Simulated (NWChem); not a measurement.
System: CuCl; SMILES [Cl][Cu]

Computed with NWChem. The level has its own optimisation; frequencies are unscaled.

**Question.** Estimate the computed values for PBE0-D3(BJ)/def2-TZVP. Quantities: r Cl–Cu (Å); highest harmonic frequency (cm⁻¹); zero-point energy (kcal/mol).

**Answer.** 
```yaml
r Cl–Cu (Å): 2.076
highest harmonic frequency (cm⁻¹): 398
zero-point energy (kcal/mol): 0.6
```
